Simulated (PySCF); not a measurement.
**Structure from NMR data**

Molecular formula: C₁₁H₁₅FO. Simulated spectra:

¹H NMR (400 MHz, computed): δ 1.79 (m, 6H), 1.72 (m, 3H), 1.64 (m, 3H), 1.62 (m, 3H).

¹³C{¹H} NMR (computed): δ 174.6 (C, d, J = 430.7 Hz), 40.2 (CH2, d, J = 1.8 Hz), 40.0 (C, d, J = 47.4 Hz), 38.8 (CH2), 29.6 (CH).

PySCF 2.14 calculation with PBE0-D3(BJ)/def2-SVP structure, B3LYP/pcJ-1 coupling constants (spin–dipole term only in couplings to heteroatoms) and shielding tensors at PBE0/pcSseg-1 (GIAO); no solvent model, relativity neglected, averaged over atoms made equivalent by symmetry, fast rotation or ring inversion, one computed conformer.

Scale: TMS for ¹H (σref 31.27) and ¹³C (σref 184.41) (reference shieldings calculated alike).

Propose a structure and justify it.

## Answers


- Rings plus π bonds: 4 (3 rings in the answer).
- 5 carbon signals for 11 carbons: some carbons are equivalent by symmetry or fast rotation.
- Carbon types of the structure: 2 × C, 3 × CH, 6 × CH2, which accounts for all hydrogens.
- δC 174.6: carbonyl carbon.
- δC 40.2, 38.8: sp3 CH2 in a ring; a saturated carbon with 2 carbon neighbours and no heteroatom attached.
- δC 40.0: quaternary sp3 carbon α to a carbonyl; the adjacent C=O deshields it moderately.
- δC 29.6: sp3 CH in a ring; a saturated carbon with 3 carbon neighbours and no heteroatom attached.
- δH 1.79, 1.64, 1.62: hydrogen on an sp3 CH2 in a ring.
- δH 1.72: hydrogen on an sp3 CH in a ring; far from electronegative atoms and π systems.

These data were computed for SMILES O=C(F)[C@]12C[C@H]3C[C@H](C[C@H](C3)C1)C2.

The data come from this structure; uniqueness wasn't tested.

C–F couplings over four or more bonds (about 3 Hz to the para carbon of a fluoroarene) are left out. Common functionals overestimate the size of one-bond C–F couplings by tens of Hz; these are unscaled. Multiplet labels drop couplings under 1 Hz and merge nearly equal ones. Couplings among chemically equivalent protons are left out too, so labels in AA′BB′ or AA′XX′ sets are apparent multiplicities. Unscaled 3J(H,H) at this level run about 10 % above measured values. Shifts are as computed. Against solution values, carbons near 30 ppm lie about +2 ppm off and those near 130 ppm about +5 ppm. Of 1211 compounds with measured shifts, 218 miss one by over three times the rms of a fit or turn the order of signals round; such compounds aren't used in these exercises.
